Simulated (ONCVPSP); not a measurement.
**Cutoff test, N, ONCV**

* Element: nitrogen
* Generator: ONCVPSP 4.0.1
* Type: optimised norm-conserving Vanderbilt (ONCV)
* Functional: LDA (Perdew-Zunger)
* Relativity: scalar-relativistic
* Frozen core: [He]
* Valence charge: 5
* Reference configuration: 2s1 2p4
* Partial waves: 2s: rc 0.90 bohr, ncon 3, nbas 5, qcut 6.7 1/bohr, local; 2p: rc 2.50 bohr, ncon 4, nbas 8, qcut 7 1/bohr, 2 projectors, debl 1.3 Ha; d scattering state at 0.02 Ha: rc 2.30 bohr, ncon 4, nbas 9, qcut 4.9 1/bohr, 1 projector
* Local potential: the s channel
* Core correction: none

Q: For each optimised wave give the share of its norm inside rc, the residual kinetic energy above qcut (Ha) and the cutoffs (Ha) for errors of 10, 1, 0.1 and 0.01 mHa per electron.

A:

```
         wave  norm inside rc  residual KE  10 mHa  1 mHa  0.1 mHa     0.01 mHa
           2s           0.249      3.4e-03    17.6   44.5     67.3  not reached
           2p           0.890      1.5e-09    10.4   13.6     16.4         18.7
p projector 2           0.248      4.2e-08    11.3   15.1     18.1         20.4
d projector 1           0.000      2.2e-04     0.0    0.1     90.6  not reached
```

The occupied waves need 44 Ha and 67 Ha for 1 and 0.1 mHa. Rows with under 1 % of the norm inside rc give no meaningful cutoff. Note: no bound ghost flagged; GHOST(+) flagged for d at 55.0 eV. Its largest configuration-test error is +1273 meV.
